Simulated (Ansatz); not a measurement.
Breaking a bond: HF (cation, charge +1), doublet.

ROCCSD(T) = CCSD(T) on ROHF/cc-pVDZ, frozen core in Ansatz (an electronic-structure program); ROHF/cc-pVDZ (Ansatz); FCI = full CI/cc-pVDZ, frozen core (Ansatz).

Energies relative to the lowest point of each curve near equilibrium, in mEh:

```tsv
R / Å	ROCCSD(T)	ROHF
0.76	74.9	66.8
0.80	46.7	40.1
0.91	7.6	4.8
0.95	2.4	0.8
0.97	0.9	0.0
1.05	1.0	2.1
1.11	5.2	7.5
1.27	24.1	28.6
1.36	36.6	41.4
2.70	132.3	121.2
3.00	135.7	123.6
3.47	137.9	125.3
```

Estimate the FCI values at these points.

0.76: 75.0; 0.80: 46.8; 0.91: 7.6; 0.95: 2.4; 0.97: 1.0; 1.05: 1.0; 1.11: 5.1; 1.27: 24.1; 1.36: 36.5; 2.70: 132.3; 3.00: 135.8; 3.47: 138.0 (mEh).
